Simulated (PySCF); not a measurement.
Computed IR spectrum (relative IR intensity) of a molecule C2H5ClGeO. Geometry optimised at B3LYP-D3(BJ)/def2-SVP. The values are those of a single conformer. Computed with B3LYP-D3(BJ)/def2-SVP run with PySCF. Frequencies are harmonic and unscaled.

Lines under 2 % of the strongest are left out, and lines within 2 cm⁻¹ are merged.

ν (cm⁻¹): 72 (w), 147 (vw), 369 (w), 441 (m), 538 (vw), 580 (m), 665 (m), 724 (m), 777 (w), 830 (m), 934 (m), 1051 (s), 1167 (vw), 1181 (vw), 1213 (w), 1236 (vw), 2108 (vs), 3015 (m), 3022 (m), 3105 (m) (against the strongest line: vs over 80 %, s over 45 %, m over 15 %, w over 4 %, vw less)

Q: Which molecule gave these data?
A) C=[CH][Ge@H]([OH])[Cl]
B) [OH][GeH2]/[CH]=C/Cl
C) C[C](=O)[GeH2][Cl]
D) [Cl][GeH]1[CH2]O[CH2]1

A: D, [Cl][GeH]1[CH2]O[CH2]1
